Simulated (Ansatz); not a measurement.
A structure relaxed at PBE0-D4/def2-SVP in Ansatz, charge -1, singlet:

```csv
atom,x (Å),y (Å),z (Å)
P1,-1.741,-0.882,-1.167
P2,-0.720,-0.158,2.530
P3,2.085,-1.460,-0.679
P4,0.664,2.155,-0.291
In5,0.042,-2.578,-1.918
In6,-2.669,-1.327,1.190
In7,-1.360,1.606,-1.837
In8,0.196,2.299,2.234
In9,2.910,1.040,-0.866
H10,-2.848,-1.257,-1.982
H11,0.398,-1.036,2.518
H12,-1.031,-0.308,3.910
H13,3.217,-2.280,-0.943
H14,1.976,-1.772,0.703
H15,0.935,3.518,-0.607
H16,-0.181,-4.134,-1.160
H17,0.415,-2.431,-3.612
H18,-2.589,-3.017,1.614
H19,-4.079,-0.364,1.533
H20,-2.730,2.537,-1.292
H21,-0.812,1.651,-3.492
H22,-1.164,3.326,2.589
H23,1.669,2.377,3.166
H24,3.329,1.243,-2.543
H25,4.087,1.254,0.403
```

Task: Give its formula and point group.

Result: In5P4H16⁻, a cluster cut from zinc blende InP (hydrogen-capped). Point group C2v (tolerance 0.1 Å).

Task: Summarise the bond lengths by kind (pairs closer than 1.2 times the sum of covalent radii, bridged metal pairs left out).

Result: 10 × In–P 2.57 to 2.64 Å; 10 × H–In 1.74 Å; 6 × H–P 1.42 to 1.43 Å.

In the def2 sets In takes a core potential; there is no spin–orbit coupling.
